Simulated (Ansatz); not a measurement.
GaH$_{5}$Si (`[SiH3][GaH2]`), relaxed with RKS PBE0-D4/def2-TZVP in Ansatz 0.2.0 from a GFN2-xTB geometry. The force threshold is 0.005 eV/Å; the program also tests the step.

The species carries charge 0 and has multiplicity 1.

Start:

```xyz
7

Si   -0.416    0.576   -0.807
Ga    0.508   -0.720    0.998
H    -0.483   -0.194   -2.064
H     0.407    1.773   -1.077
H    -1.785    1.050   -0.522
H     0.190   -2.262    1.368
H     1.578   -0.223    2.104
```

Task: By how much does the energy fall, and how many steps does the optimiser take? (Best estimate.)

Result: Ansatz gave: 0.09 eV, in 4 steps.

Task: Which bonds change most? (Best estimate.)

Result: Computed: Ga2–H7 from 1.617 to 1.573 Å; Ga2–H6 from 1.617 to 1.573 Å; Si1–H5 from 1.477 to 1.492 Å; Si1–H3 from 1.476 to 1.490 Å.

Task: Give the relaxed structure. (Best estimate.)

Result: The calculation gave: 
```xyz
7

Si   -0.374    0.559   -0.787
Ga    0.533   -0.739    1.036
H    -0.464   -0.243   -2.039
H     0.420    1.784   -1.079
H    -1.758    0.991   -0.433
H     0.086   -2.232    1.244
H     1.557   -0.121    2.057
```
